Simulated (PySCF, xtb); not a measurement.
Zn(F)(Et) (C₂H₅FZn), SMILES C[CH2][Zn][F].

GFN2-xTB (xtb 6.7.1) at its own geometry gives an orbital gap of 3.84 eV and a dipole moment of 4.29 D.

Geometry: B3LYP-D3(BJ)/def2-SVP. The structure was generated by enumeration; whether it is a known compound was not checked. Other conformers were not sampled.

**Question.** What does HF/def2-TZVP (PySCF) give? (An estimate is asked for; the answer gives what the named calculation found.)

**Answer.** gap 12.58 eV (levels -10.60 and 1.98 eV), dipole 2.86 D.
